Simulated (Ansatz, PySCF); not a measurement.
W(O)(S)(OH)(SH) (H2O2S2W), SMILES [O]=[W]([OH])(=[S])[SH], multiplicity 1. Atoms are numbered in the order given.

```xyz
7

W      0.0732     0.2087    -0.0549
O      0.5947     1.5318     0.8940
S      1.3260    -1.5045     0.2694
O      0.0431     0.7259    -1.8687
H      0.2943     0.2073    -2.6456
S     -2.0465    -0.4678     0.7111
H     -2.5019     0.7974     0.9012
```
Charge 0, spin multiplicity 1.

Geometry optimised at B3LYP-D3(BJ)/def2-SVP. The multiplicity is an assumed one; no other spin state was optimised. The structure was generated by enumeration; whether it is a known compound was not checked. The def2 effective core potentials stand for the cores of W; spin–orbit coupling is left out. The values are those of a single conformer.

Two levels are set side by side: PBE-D3(BJ)/def2-SVP (Ansatz, an electronic-structure program) and B3LYP-D3(BJ)/def2-SVP (Ansatz). Each level has its own optimised geometry; the coordinates shown are those of the second. Frequencies come from the Hessian of PySCF at each geometry. Differences are taken from unrounded values.

| quantity | B3LYP-D3(BJ) | PBE-D3(BJ) | PBE-D3(BJ) minus B3LYP-D3(BJ) |
|---|---|---|---|
| mean bond length (Å) | 1.737 | 1.744 | 0.007 |
| bond W1–O2 (Å) | 1.710 | 1.721 | 0.011 |
| bond W1–S3 (Å) | 2.147 | 2.155 | 0.008 |
| bond W1–O4 (Å) | 1.886 | 1.895 | 0.008 |
| bond W1–S6 (Å) | 2.353 | 2.349 | -0.004 |
| bond O4–H5 (Å) | 0.967 | 0.976 | 0.009 |
| bond S6–H7 (Å) | 1.358 | 1.368 | 0.010 |
| highest harmonic wavenumber (cm⁻¹) | 3844 | 3732 | -113 |
| mean harmonic wavenumber (cm⁻¹) | 792 | 772 | -20 |
| zero-point energy (kcal/mol) | 16.99 | 16.57 | -0.42 |

GGA bonds tend to be longer and softer than those of functionals with exact exchange. Differences between two approximate levels are no errors against the true value.
